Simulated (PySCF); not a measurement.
## The third ionisation energy along group 15

Calculated with PySCF 2.14 from differences of total energies of unrestricted determinants, without spin-orbit coupling. Values in eV. The last column holds reference values (NIST; (s) semi-empirical, (t) theoretical, else measured). Unmarked ones compare directly (S terms, centres of terms, or small fine structure); those marked * lie between the lowest fine-structure levels and include a spin-orbit shift.

```tsv
element	configurations	LDA	PBE	MP2 (valence)	SCS-MP2 (valence)	CCSD (valence)	CCSD (valence and next inner shell)	reference
N (ANO-RCC-VTZP, spin-free X2C)	[He] 2s2 2p1 → [He] 2s2	47.871	48.037	47.495	47.445	47.249	47.280	47.445 (s) *
P (ANO-RCC-VTZP, spin-free X2C)	[Ne] 3s2 3p1 → [Ne] 3s2	30.188	30.233	29.867	29.855	29.996	29.986	30.203 *
As (ANO-RCC-VTZP, spin-free X2C)	[Ar] 3d10 4s2 4p1 → [Ar] 3d10 4s2	28.241	28.071	27.728	27.716	27.808	27.887	28.349 ± 0.012 *
Sb (ANO-RCC-VTZP, spin-free X2C)	[Kr] 4d10 5s2 5p1 → [Kr] 4d10 5s2	24.967	24.717	24.368	24.358	24.436	24.611	25.323 *
Bi (ANO-RCC-VTZP, spin-free X2C)	[Xe] 4f14 5d10 6s2 6p1 → [Xe] 4f14 5d10 6s2	23.937	23.666	23.284	23.275	23.333	23.577	25.571 *
```

"Valence" correlates the outer s and p shells and, in groups 3 to 12 and the f block, the outer d or f shell, open or full, or the next shell where the ion has no valence electron left; the wider scheme adds the next inner shell.
